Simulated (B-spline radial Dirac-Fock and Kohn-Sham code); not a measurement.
Auger parameter of strontium: the L3 level and its strongest L3-MM line

These are calculated numbers from a B-spline atomic structure program; the model is Dirac-Fock energy differences between relaxed states, corrected for Breit and QED terms. The modified Auger parameter α′ is the binding energy plus the kinetic energy of the Auger electron; it does not depend on the energy zero. For free ions it tends to fall with charge, since less charge screens the final holes.

```
            species      configuration  binding 2p3/2 (eV)  Auger line  kinetic (eV)  α′ (eV)
                 Sr           [Kr] 5s2              1949.5    M4M5 J=4        1631.4   3580.9
                Sr⁺           [Kr] 5s1              1956.5    M4M5 J=4        1622.9   3579.5
               Sr²⁺  [Ar] 3d10 4s2 4p6              1964.8    M4M5 J=4        1613.5   3578.3
Sr²⁺ (Watson 2.4 Å)  [Ar] 3d10 4s2 4p6              1952.8    M4M5 J=4        1625.5   3578.3
               Sr⁵⁺  [Ar] 3d10 4s2 4p3              2020.8    M4M5 J=4        1557.1   3577.8
               Sr⁶⁺  [Ar] 3d10 4s2 4p2              2041.8    M4M5 J=4        1536.6   3578.4
               Sr⁷⁺  [Ar] 3d10 4s2 4p1              2063.9    M4M5 J=4        1515.4   3579.3
```
